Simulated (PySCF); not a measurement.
## Bond curve of SrCd⁺

Set-up: basis Sr def2-SVPD with ECP28, Cd def2-SVPD with ECP28; scalar-relativistic core potentials; PySCF 2.14. Energies in eV from Sr⁺ + Cd in their ground configurations at the same level. State: ²Σ⁺ (doublet), unpaired electrons σ ↑.

All columns are PBE0. A positive dipole points towards Cd; it is taken about the centre of mass and depends on that origin.

```tsv
R (Å)	E (eV)	μ (D)	Mulliken charge on Sr (basis-dependent)	HOMO (eV)	LUMO (eV)	Mayer bond order	⟨S²⟩
3.068	-0.237	-4.50	0.74	-8.29	-6.41	0.65	0.75
3.210	-0.357	-4.86	0.78	-8.32	-6.45	0.58	0.75
3.353	-0.420	-5.25	0.81	-8.36	-6.49	0.52	0.75
3.460	-0.442	-5.55	0.83	-8.39	-6.52	0.48	0.75
3.567	-0.447	-5.87	0.84	-8.43	-6.54	0.44	0.75
3.674	-0.441	-6.20	0.85	-8.46	-6.57	0.41	0.75
3.817	-0.420	-6.66	0.86	-8.51	-6.61	0.38	0.75
3.995	-0.382	-7.27	0.87	-8.58	-6.65	0.34	0.75
4.209	-0.330	-8.05	0.88	-8.65	-6.70	0.30	0.75
4.494	-0.260	-9.13	0.89	-8.74	-6.76	0.25	0.75
```

A fit through these points gives, at Re = 3.557 Å, μ = -5.84 D and dμ/dR = -3.01 D/Å; the reduced mass is 49.61 u.

Problem. How strong is the fundamental in the double-harmonic approximation, I = 42.26·(dμ/dR)²/μred km/mol?

Solution. I = 42.26·(-3.01)²/49.61 = 7.72 km/mol at PBE0.

Spin–orbit coupling is left out. For an ion De counts to the pair picked by the measured ionisation energies or electron affinities, which need not be the lowest pair at this level. The state is the lowest determinant that a PBE0 search found; another state may lie lower at other levels.
